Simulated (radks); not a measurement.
Task: These are the eigenvalues of the occupied orbitals of an atom or ion with whole-number occupations (eV). Calculated with a radial shooting solver on a logarithmic mesh with Libxc functionals: scalar-relativistic Kohn-Sham, r2SCAN, spin-unpolarised, spherical densities, finite nucleus; meta-GGA in the generalised Kohn-Sham scheme; Fermi nuclear charge, rms radius of each element as measured or else 0.836 A^(1/3) + 0.57 fm.

| orbital | eigenvalue |
|---|---|
| 1s | -22036.01 |
| 2s | -3226.835 |
| 2p | -2892.861 |
| 3s | -617.1975 |
| 3p | -506.4385 |
| 3d | -328.7827 |
| 4s | -129.2756 |
| 4p | -97.7743 |
| 4d | -51.7600 |

Which element is it, and in what charge state? The configuration may be excited.

Result: Z = 44, ruthenium, charge +4: Ru4+ in [Kr] 4d4. The list shows which subshells hold electrons but not how many an open one holds; the 1s level, -809.81 hartree, gives Z - s = 40.2 by -(Z - s)^2/2, which with screening and relativity narrows Z to a few neighbours, and the depths of the outer levels then fix element, charge and occupations together.
